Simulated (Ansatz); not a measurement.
Ansatz (an electronic-structure program) input (B3LYP-D3(BJ)/def2-TZVP):

Ansatz 0.2 input:
```yaml
crystal:
  periodic: [false, false, false]
  atoms:
    - {symbol: Te, position_ang: [-0.00255578, -0.25072198, 0.06810563]}
    - {symbol: F, position_ang: [2.05783164, -0.11350713, 0.01357017]}
    - {symbol: F, position_ang: [0.01659338, 1.62780796, -0.44217460]}
    - {symbol: F, position_ang: [-2.05965827, -0.06568495, 0.03510521]}
basis:
  gaussian:
    orbitals: def2-TZVP
hamiltonian:
  xc: b3lyp
  dispersion: d3bj
total_charge: -1
phonons: {temperatures: {t_min: 298.15, t_max: 298.15, t_step: 100}}
```

Output:

```
Functional definition: B3LYP
integrals: 0.05 GiB planned
891 factors; their error is unknown
mean field: 0.48 GiB planned
mean field evaluation 1: about -15451.8212 eV, gradient 2.5e1 eV
mean field evaluation 2: about -15450.7397 eV, gradient 3.8e1 eV
mean field evaluation 4: about -15452.8716 eV, gradient 1.3e0 eV
mean field evaluation 8: about -15452.9990 eV, gradient 4.6e-1 eV
mean field evaluation 16: about -15452.9992 eV, gradient 8.0e-6 eV
mean field -15452.99921207 eV, -567.8872466246 hartree, gradient 7.9e-6 eV, S^2 0.000000; 0 other end points of the search recorded, 0 dependent functions left out
the calculation of the forces begins
reference -15452.99940492 eV, -567.8872537115 hartree; 26, 26 occupied and 117, 117 virtual orbitals, 891 factors
these checks for a lower state are left out or cut short: stability, starts, cluster_reference, orbital_swaps, neighbouring_geometries, increment
integrals: 0.05 GiB planned
891 factors; their error is unknown
mean field: 0.48 GiB planned
mean field -15452.99915967 eV, -567.8872446990 hartree, gradient 2.2e-6 eV, S^2 0.000000; 0 other end points of the search recorded, 0 dependent functions left out
the calculation of the forces begins
reference -15452.99935254 eV, -567.8872517866 hartree; 26, 26 occupied and 117, 117 virtual orbitals, 891 factors
these checks for a lower state are left out or cut short: stability, starts, cluster_reference, orbital_swaps, neighbouring_geometries, increment
integrals: 0.05 GiB planned
891 factors; their error is unknown
mean field: 0.48 GiB planned
mean field evaluation 32: about -15452.9992 eV, gradient 2.2e-6 eV
mean field -15452.99916699 eV, -567.8872449678 hartree, gradient 2.2e-6 eV, S^2 0.000000; 0 other end points of the search recorded, 0 dependent functions left out
the calculation of the forces begins
reference -15452.99935981 eV, -567.8872520539 hartree; 26, 26 occupied and 117, 117 virtual orbitals, 891 factors
these checks for a lower state are left out or cut short: stability, starts, cluster_reference, orbital_swaps, neighbouring_geometries, increment
integrals: 0.05 GiB planned
891 factors; their error is unknown
mean field: 0.48 GiB planned
mean field -15452.99920240 eV, -567.8872462692 hartree, gradient 2.2e-6 eV, S^2 0.000000; 0 other end points of the search recorded, 0 dependent functions left out
the calculation of the forces begins
reference -15452.99939525 eV, -567.8872533562 hartree; 26, 26 occupied and 117, 117 virtual orbitals, 891 factors
these checks for a lower state are left out or cut short: stability, starts, cluster_reference, orbital_swaps, neighbouring_geometries, increment
integrals: 0.05 GiB planned
891 factors; their error is unknown
mean field: 0.48 GiB planned
mean field -15452.99921352 eV, -567.8872466779 hartree, gradient 2.2e-6 eV, S^2 0.000000; 0 other end points of the search recorded, 0 dependent functions left out
the calculation of the forces begins
reference -15452.99940637 eV, -567.8872537647 hartree; 26, 26 occupied and 117, 117 virtual orbitals, 891 factors
these checks for a lower state are left out or cut short: stability, starts, cluster_reference, orbital_swaps, neighbouring_geometries, increment
integrals: 0.05 GiB planned
891 factors; their error is unknown
mean field: 0.48 GiB planned
mean field -15452.99920102 eV, -567.8872462185 hartree, gradient 2.2e-6 eV, S^2 0.000000; 0 other end points of the search recorded, 0 dependent functions left out
the calculation of the forces begins
reference -15452.99939386 eV, -567.8872533052 hartree; 26, 26 occupied and 117, 117 virtual orbitals, 891 factors
these checks for a lower state are left out or cut short: stability, starts, cluster_reference, orbital_swaps, neighbouring_geometries, increment
integrals: 0.05 GiB planned
891 factors; their error is unknown
mean field: 0.48 GiB planned
mean field -15452.99918404 eV, -567.8872455942 hartree, gradient 2.2e-6 eV, S^2 0.000000; 0 other end points of the search recorded, 0 dependent functions left out
the calculation of the forces begins
reference -15452.99937689 eV, -567.8872526814 hartree; 26, 26 occupied and 117, 117 virtual orbitals, 891 factors
these checks for a lower state are left out or cut short: stability, starts, cluster_reference, orbital_swaps, neighbouring_geometries, increment
integrals: 0.05 GiB planned
891 factors; their error is unknown
mean field: 0.48 GiB planned
mean field evaluation 64: about -15452.8739 eV, gradient 2.7e-4 eV
mean field -15452.99919969 eV, -567.8872461694 hartree, gradient 2.2e-6 eV, S^2 0.000000; 0 other end points of the search recorded, 0 dependent functions left out
the calculation of the forces begins
reference -15452.99939251 eV, -567.8872532555 hartree; 26, 26 occupied and 117, 117 virtual orbitals, 891 factors
these checks for a lower state are left out or cut short: stability, starts, cluster_reference, orbital_swaps, neighbouring_geometries, increment
integrals: 0.05 GiB planned
891 factors; their error is unknown
mean field: 0.48 GiB planned
mean field -15452.99917986 eV, -567.8872454407 hartree, gradient 2.2e-6 eV, S^2 0.000000; 0 other end points of the search recorded, 0 dependent functions left out
the calculation of the forces begins
reference -15452.99937272 eV, -567.8872525284 hartree; 26, 26 occupied and 117, 117 virtual orbitals, 891 factors
Total energy: -15453.10131122 eV, -567.8909986990 hartree
Atom 0 at    -0.002556    -0.250722     0.068106 Å, force    -0.000013    -0.001253     0.000340 eV/Å
Atom 1 at     2.057832    -0.113507     0.013570 Å, force    -0.000573    -0.000008     0.000007 eV/Å
Atom 2 at     0.016593     1.627808    -0.442175 Å, force     0.000013     0.001283    -0.000348 eV/Å
Atom 3 at    -2.059658    -0.065685     0.035105 Å, force     0.000572    -0.000021     0.000001 eV/Å
Dipole moment:    -0.004321    -0.423893     0.115145 e Å
Vibrations: 144.85 176.89 242.93 427.57 439.76 561.20 cm⁻¹, zero-point energy 0.123562 eV
```
